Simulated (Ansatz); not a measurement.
Born–Oppenheimer molecular dynamics of CH₂NOSi (6 atoms, charge 0, multiplicity 2). It starts from a relaxed structure.

The calculation used UKS BLYP-D4/STO-3G in Ansatz 0.2.0.

| Property | Result |
| --- | --- |
| ensemble | NVE (velocity Verlet) |
| time step | 0.5 fs |
| steps asked | 250 |
| starting velocities drawn for | 300 K |
| seed | 572991 |

First frame:

```xyz
6
Properties=species:S:1:pos:R:3
N 1.418 -1.996 1.062
C 0.883 -1.117 0.415
Si 0.099 0.134 -0.706
O -1.464 0.345 0.042
H 0.863 1.380 -0.470
H -1.799 1.254 -0.342
```

Problem. How far do the bonds stretch over the last three quarters of this one trajectory? (Pairs bonded in most of those frames.)

Solution. 
```csv
bond,mean (Å),spread (Å),shortest,longest
N1–C2,1.216,0.006,1.20,1.23
C2–Si3,1.860,0.043,1.79,1.91
Si3–O4,1.746,0.011,1.73,1.76
Si3–H5,1.484,0.030,1.44,1.53
O4–H6,1.043,0.008,1.03,1.06
```

Mean temperature of the second half: 153 K. The conserved energy stayed within 0.068 meV per atom of its start (net change 0.029 meV per atom), so the integration is sound. The temperature averaged 0.51 of the 300 K drawn at the start: a run that starts near a minimum puts about half its kinetic energy into the potential. A run of 0.12 ps of so small a system gives no equilibrium averages. Limits of this set-up: minimal basis.

Time of the run: 4.7 min on 1 thread of Arm Neoverse V2, with other jobs on the host, peak memory 0.18 GiB.
